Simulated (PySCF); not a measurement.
Constitutional and geometric isomers with formula C3H5Cl. All species are isolated molecules in the gas phase. Strings in code marks are SMILES.

Computed with PBE0-D3(BJ)/def2-TZVP (PySCF). All candidates: neutral, multiplicity 1. 

```
Item             Result
-------------  --------
HOMO–LUMO gap   8.70 eV
HOMO           -7.76 eV
dipole moment    1.91 D
```

**Question.** Which member has these values?
(A) `C/C=C/Cl`
(B) `C=C(C)Cl`
(C) `C/C=C\Cl`
(D) `ClC1CC1`

**Answer.** D, `ClC1CC1`. The others give `C/C=C/Cl`: 7.18 eV, -7.11 eV, 1.91 D; `C/C=C\Cl`: 7.28 eV, -7.15 eV, 1.62 D; `C=C(C)Cl`: 7.29 eV, -7.30 eV, 1.60 D
